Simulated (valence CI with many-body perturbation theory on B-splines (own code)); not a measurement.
Level structure of In⁴⁴⁺

Calculated by configuration interaction combined with many-body perturbation theory (CI+MBPT): three valence electrons over a frozen Dirac-Fock core [He], a basis of 11 s, 11 p, 9 d, 7 f, 5 g, 2 h, 1 i functions for each j, with the one-electron correlation potential Σ1 (screened to all orders), the two-electron term Σ2, the three-electron term Σ3, Breit, model QED; selected single and double excitations, second order for the rest (own B-spline code, finite nucleus).

No measured spectrum was set against this ion. As an estimate, large intervals hold to a few tenths of a per cent, small ones and those within an open d or f shell to about a per cent.

Levels 46 to 90 of 100, with energies above the lowest level, (2s^2 2p1/2) J=1/2. "Leading %" is the weight of the configuration and term that name the level; weights of strongly mixed levels are sums over their largest components and can fall short. In the jj column 3d3/2^4 stands for four electrons in 3d with j = 3/2. Lifetimes count E1, E2, E3, M1 and M2 decay at the calculated energies, and are blank where another channel may lead or the interval is too uncertain; long ones can be off by a factor of two.

```
No.  Configuration  Term    J  E (eV)  Leading %      g   Second component  Lifetime                 Leading jj
 46       2s 2p 3s   2P°  3/2  4564.8         32  1.349    15 % 2p2 3p 2P°   16.9 fs       2p1/2^2 3p3/2 (54 %)
 47       2s 2p 3s   2P°  3/2  4569.8         44  1.355    10 % 2p2 3p 4D°   20.4 fs         2s 2p3/2 3s (54 %)
 48         2p2 3d    2D  3/2  4595.3         37  0.782     36 % 2p2 3d 4F   19.5 fs       2p1/2^2 3d3/2 (97 %)
 49       2s 2p 3p    4D  7/2  4613.9        100  1.417                      3.51 ps     2s 2p3/2 3p3/2 (100 %)
 50       2s 2p 3p    2P  1/2  4614.1         58  1.155   20 % 2s 2p 3p 2S   19.4 fs      2s 2p3/2 3p1/2 (95 %)
 51       2s 2p 3p    2D  3/2  4614.5         45  1.112   41 % 2s 2p 3p 2P   9.89 fs      2s 2p3/2 3p1/2 (66 %)
 52       2s 2p 3p    2P  3/2  4618.9         30  1.351   29 % 2s 2p 3p 4S   70.7 fs      2s 2p3/2 3p3/2 (68 %)
 53         2p2 3d    2D  5/2  4623.3         30  1.200     20 % 2p2 3d 4D   4.14 fs       2p1/2^2 3d5/2 (96 %)
 54       2s 2p 3p    2D  5/2  4630.0         45  1.379   44 % 2s 2p 3p 4P   12.6 fs      2s 2p3/2 3p3/2 (94 %)
 55       2s 2p 3p    2S  1/2  4631.1         51  1.489   27 % 2s 2p 3p 2P   7.86 fs      2s 2p3/2 3p3/2 (88 %)
 56       2s 2p 3d   4D°  5/2  4658.8         47  1.243  21 % 2s 2p 3d 4F°   3.15 fs      2s 2p3/2 3d3/2 (97 %)
 57       2s 2p 3d   4P°  3/2  4661.3         43  1.362  40 % 2s 2p 3d 4D°   2.73 fs      2s 2p3/2 3d3/2 (96 %)
 58       2s 2p 3d   4F°  7/2  4662.4         47  1.283  38 % 2s 2p 3d 4D°   3.87 fs      2s 2p3/2 3d3/2 (77 %)
 59         2p2 3s    4P  3/2  4662.4         81  1.635     10 % 2p2 3s 2P   42.3 fs      2p1/2 2p3/2 3s (91 %)
 60       2s 2p 3d   4P°  1/2  4662.8         82  2.264  12 % 2s 2p 3d 4D°   3.01 fs      2s 2p3/2 3d3/2 (94 %)
 61       2s 2p 3d   4F°  9/2  4667.3        100  1.323                       142 ps     2s 2p3/2 3d5/2 (100 %)
 62       2s 2p 3p    2D  5/2  4669.3         42  1.302     26 % 2p2 3s 2D   50.4 fs      2s 2p3/2 3p3/2 (58 %)
 63         2p2 3s    2P  1/2  4674.8         57  1.315     28 % 2p2 3s 4P   16.4 fs      2p1/2 2p3/2 3s (86 %)
 64         2p2 3s    2D  3/2  4677.7         40  1.108   20 % 2s 2p 3p 2P   25.5 fs      2p1/2 2p3/2 3s (65 %)
 65       2s 2p 3d   2D°  5/2  4683.2         45  1.305  32 % 2s 2p 3d 4P°   4.26 fs      2s 2p3/2 3d5/2 (99 %)
 66       2s 2p 3d   2D°  3/2  4687.4         43  1.139  26 % 2s 2p 3d 4P°   4.81 fs      2s 2p3/2 3d5/2 (87 %)
 67       2s 2p 3p    2D  5/2  4687.8         36  1.295     30 % 2p2 3s 2D   22.2 fs      2p1/2 2p3/2 3s (54 %)
 68       2s 2p 3p    2S  1/2  4691.7         63  1.715   21 % 2s 2p 3p 2P    252 fs      2s 2p3/2 3p3/2 (95 %)
 69       2s 2p 3d   2F°  7/2  4693.2         73  1.209  27 % 2s 2p 3d 4D°   2.43 fs      2s 2p3/2 3d5/2 (77 %)
 70       2s 2p 3p    2P  3/2  4694.8         38  1.139     22 % 2p2 3s 2D   17.9 fs      2s 2p3/2 3p3/2 (60 %)
 71         2p2 3p   4P°  1/2  4700.7         33  1.581    25 % 2p2 3p 4D°   8.87 fs   2p1/2 2p3/2 3p1/2 (78 %)
 72       2s 2p 3d   2P°  1/2  4704.1         65  0.844  14 % 2s 2p 3d 4D°   3.76 fs      2s 2p3/2 3d5/2 (78 %)
 73         2p2 3p   4D°  3/2  4705.8         52  1.146    22 % 2p2 3p 2D°   11.9 fs   2p1/2 2p3/2 3p1/2 (94 %)
 74         2p2 3p   2F°  5/2  4711.5         34  1.032  21 % 2s 2p 3d 2F°   3.86 fs   2p1/2 2p3/2 3p1/2 (68 %)
 75       2s 2p 3d   2D°  3/2  4724.3         67  0.916  21 % 2s 2p 3d 2P°   3.08 fs      2s 2p3/2 3d3/2 (84 %)
 76       2s 2p 3d   2F°  5/2  4726.1         47  0.991    11 % 2p2 3p 2F°   8.67 fs      2s 2p3/2 3d3/2 (67 %)
 77       2s 2p 3d   2P°  1/2  4728.8         87  0.619  11 % 2s 2p 3d 4D°   3.70 fs      2s 2p3/2 3d3/2 (95 %)
 78       2s 2p 3d   2F°  7/2  4733.3         79  1.172  10 % 2s 2p 3d 4D°   8.97 fs      2s 2p3/2 3d5/2 (96 %)
 79         2p2 3p   2P°  3/2  4739.6         40  1.347    26 % 2p2 3p 2D°   9.71 fs   2p1/2 2p3/2 3p1/2 (97 %)
 80       2s 2p 3d   2D°  5/2  4744.1         66  1.139  24 % 2s 2p 3d 2F°   2.42 fs      2s 2p3/2 3d5/2 (95 %)
 81       2s 2p 3d   2P°  3/2  4746.7         80  1.293   7 % 2s 2p 3d 4D°   3.50 fs      2s 2p3/2 3d5/2 (95 %)
 82         2p2 3p   4D°  5/2  4770.8         52  1.416    34 % 2p2 3p 4P°   12.1 fs   2p1/2 2p3/2 3p3/2 (99 %)
 83         2p2 3p   4P°  1/2  4774.6         35  1.652    33 % 2p2 3p 2P°   11.6 fs   2p1/2 2p3/2 3p3/2 (98 %)
 84         2p2 3p   2D°  3/2  4779.6         51  1.182    27 % 2p2 3p 4P°   11.2 fs   2p1/2 2p3/2 3p3/2 (98 %)
 85         2p2 3p   2F°  7/2  4785.6         58  1.243    39 % 2p2 3p 4D°   13.9 fs   2p1/2 2p3/2 3p3/2 (97 %)
 86         2p2 3p   2P°  3/2  4794.2         40  1.391    28 % 2p2 3p 4S°   11.1 fs   2p1/2 2p3/2 3p3/2 (99 %)
 87         2p2 3p   2D°  5/2  4802.1         58  1.183    20 % 2p2 3p 2F°   11.4 fs   2p1/2 2p3/2 3p3/2 (97 %)
 88         2p2 3d    4F  3/2  4807.2         43  0.931     30 % 2p2 3d 2P   12.4 fs   2p1/2 2p3/2 3d3/2 (98 %)
 89         2p2 3d    4F  5/2  4808.5         54  0.968     39 % 2p2 3d 2F   33.6 fs   2p1/2 2p3/2 3d3/2 (97 %)
 90         2p2 3d    4D  1/2  4810.5         80  0.223     14 % 2p2 3d 2P   23.8 fs  2p1/2 2p3/2 3d3/2 (100 %)
```
